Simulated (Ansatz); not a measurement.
Basis sets compared for the cluster Bi2F6 (the lowest singlet isomer of a short search). Total charge 0; singlet. Geometry PBE-D4/def2-SVP. Ansatz on 4 threads of Arm Neoverse V1 on a shared host; times are rough, and most runs start from earlier orbitals.

| atom | x (Å) | y (Å) | z (Å) |
| --- | --- | --- | --- |
| Bi1 | 0.359 | -1.250 | 0.794 |
| Bi2 | -0.420 | 1.676 | -1.020 |
| F3 | -0.339 | 1.328 | 1.049 |
| F4 | 1.269 | 0.432 | -1.092 |
| F5 | -1.102 | -1.997 | 2.024 |
| F6 | -1.145 | -0.579 | -0.620 |
| F7 | 0.633 | -2.972 | -0.286 |
| F8 | 0.744 | 3.363 | -0.850 |

In the def2 sets Bi takes a core potential; there is no spin–orbit coupling. The structure comes from a short search, and lower isomers may exist.

Binding counts from free atoms (Bi quartet, F doublet) in the same basis, without a counterpoise term.

```tsv
level	functions	energy (Eh)	HOMO (eV)	LUMO (eV)	binding per atom (eV)	wall time
PBE-D4/def2-SVP	136	-1027.5372	-7.73	-3.39	3.52	1.7 s
PBE0-D4/def2-SVP	136	-1027.4484	-9.40	-2.81	3.15	2.5 s
```

(1) Estimate the rows for PBE-D4/def2-TZVP (with forces), PBE0-D4/def2-TZVP.

Results:

(1) 
```csv
level,functions,energy (Eh),HOMO (eV),LUMO (eV),binding per atom (eV),wall time
PBE-D4/def2-TZVP (with forces),286,-1028.3457,-8.27,-3.71,3.59,4.7 s
PBE0-D4/def2-TZVP,286,-1028.2469,-9.83,-3.05,3.25,8.5 s
```
